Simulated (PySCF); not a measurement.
Ligands exchanged one at a time, In H-OH. Gas-phase values, no solvent. One relaxed conformer stands for each flexible species; it need not be the lowest. Strings in code marks are SMILES.

The S1 excitation (TDA) from two functionals at the same geometries (B3LYP-D3(BJ)/def2-TZVP), both in PySCF: PBE-D3(BJ)/def2-TZVP and B3LYP-D3(BJ)/def2-TZVP. B3LYP has the VWN-RPA correlation part, as in Gaussian. Excitations are Tamm–Dancoff values on a coarser integration grid. The basis has no diffuse functions, so Rydberg states are missing or too high.

| species | PBE-D3(BJ)/def2-TZVP (eV) | B3LYP-D3(BJ)/def2-TZVP (eV) |
|---|---|---|
| 1 of 3 H replaced by OH (`[InH2][OH]`) | 4.73 | 5.09 |
| 2 of 3 H replaced by OH (`[OH][InH][OH]` (H–O–In–O torsion 0°, O–In–O–H torsion 0°)) | 4.70 | 5.25 |
| 3 of 3 H replaced by OH (`[OH][In]([OH])[OH]`) | 4.18 | 4.75 |

Over these rows, drawn at random from the members with no instability flagged (it was tested for open shells, ions and some series alone), PBE minus B3LYP-D3(BJ): mean -0.49 eV, from -0.57 eV to -0.37 eV.
